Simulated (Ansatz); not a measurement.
`C[SiH2]B(F)S` + HCl → `FB(S)Cl` + `C[SiH3]` at 600 K and 1 bar (cleavage of the B–Si bond).

Gas-phase electronic energies from Ansatz, PBE0-D4/def2-TZVP geometries. CBS: MP2 limit from def2 TZ/QZ plus the TZ coupled-cluster correction, frozen cores. This one scheme is used for every species. Each species was taken in one conformer, which may not be the lowest.

```tsv
species	CCSD(T)/CBS energy (Eh)	H − E (kJ/mol)	S (J/(mol·K))
`C[SiH2]B(F)S`	-853.19003	253.1	467.3
HCl	-460.38127	35.4	207.2
`FB(S)Cl`	-982.86970	85.6	354.3
`C[SiH3]`	-330.73916	199.7	315.0
```

H − E and S are ideal-gas, rigid-rotor, harmonic terms from PBE0-D4/def2-TZVP, for one conformer and one mirror image of each species. 1 Eh = 2625.50 kJ/mol, R = 8.31446 J/(mol·K).

Q: By hand: ΔE, ΔH, ΔS and ΔG.

A: ΔE = (-982.86970) + (-330.73916) − (-853.19003) − (-460.38127) = -0.03756 Eh = -98.6 kJ/mol. Δ(H − E) = 85.6 + 199.7 − 253.1 − 35.4 = -3.2, so ΔH = -101.8 kJ/mol. ΔS = 354.3 + 315.0 − 467.3 − 207.2 = -5.2 J/(mol·K). ΔG = -101.8 − 600 × (-5.2)/1000 = -98.7 kJ/mol.

Q: By hand: the equilibrium constant, and the temperature at which ΔG would vanish if ΔH and ΔS stayed fixed.

A: log₁₀ K = −ΔG/(RT ln 10) = 8.6. ΔG = 0 at ΔH/ΔS = 19577 K, far beyond where these terms or the molecules hold.

The number of gas molecules stays the same, so ΔS is small and ΔH decides. A doubt of 5 kJ/mol in ΔE shifts log₁₀ K by 0.4 here. Other conformers and mirror images would add mixing entropy, several J/(mol·K) or more a flexible species. Modes under 60 cm⁻¹, often nearly free rotors, make the harmonic entropy too high. These are equilibria of isolated gas molecules and say nothing of rates. Largest T1 diagnostic: 0.013 (customary marks: 0.02 for closed shells, 0.045 for open ones).
